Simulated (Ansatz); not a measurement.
The cluster K₂Na₆⁺, 8 atoms. Hardware: 4 threads of Arm Neoverse V1 on a shared host.

Correlated methods freeze 16 core orbitals; core or outer-core shells of Na, K are correlated, in sets that lack core-valence functions.

Problem. How many basis functions does each of these Ansatz runs have, and roughly what does it cost? PBE0/def2-SVP, charge 1 doublet, relaxation, 35 steps; HSE06/def2-TZVP, charge 1 doublet, energy, from earlier orbitals; LC-ωPBE/def2-TZVP, charge 1 doublet, energy, from earlier orbitals; PBE0/def2-TZVP, charge 1 doublet, energy, from earlier orbitals; PBE/def2-SVP, charge 1 doublet, energy, from earlier orbitals; MP2/def2-TZVP, charge 1 doublet, energy, from earlier orbitals; RPA@PBE/def2-TZVP, charge 1 doublet, energy, from earlier orbitals; PBE-QIDH/def2-TZVP, charge 1 doublet, energy, from earlier orbitals; r2SCAN/def2-TZVP, charge 1 doublet, energy, from earlier orbitals; PBE0/def2-SVP, charge 1 doublet, energy, from earlier orbitals; HF/STO-3G, charge 1 doublet, energy; PBE/def2-TZVP, charge 1 doublet, energy and forces, from earlier orbitals.

Solution. Other jobs shared the machine, so times can vary by a factor of up to 3. A dash marks memory too small to be measured apart from the calling script's.

```csv
run,functions,fitting or Cholesky vectors,wall time,peak host memory (GiB)
"HF/STO-3G, charge 1 doublet, energy",80,825,1.4 s,–
"PBE/def2-SVP, charge 1 doublet, energy, from earlier orbitals",138,1602,8.5 s,–
"PBE/def2-TZVP, charge 1 doublet, energy and forces, from earlier orbitals",258,2312,15 s,0.7
"PBE0/def2-SVP, charge 1 doublet, energy, from earlier orbitals",138,1266,20 s,0.82
"RPA@PBE/def2-TZVP, charge 1 doublet, energy, from earlier orbitals",258,2370,29 s,1.2
"HSE06/def2-TZVP, charge 1 doublet, energy, from earlier orbitals",258,2424,29 s,1.9
"PBE0/def2-TZVP, charge 1 doublet, energy, from earlier orbitals",258,2424,33 s,1.8
"MP2/def2-TZVP, charge 1 doublet, energy, from earlier orbitals",258,2370,39 s,1.4
"LC-ωPBE/def2-TZVP, charge 1 doublet, energy, from earlier orbitals",258,2312,66 s,2.2
"PBE-QIDH/def2-TZVP, charge 1 doublet, energy, from earlier orbitals",258,2370,1.7 min,1.6
"r2SCAN/def2-TZVP, charge 1 doublet, energy, from earlier orbitals",258,2312,1.8 min,1.6
"PBE0/def2-SVP, charge 1 doublet, relaxation, 35 steps",138,1388,5.1 min,0.78
```
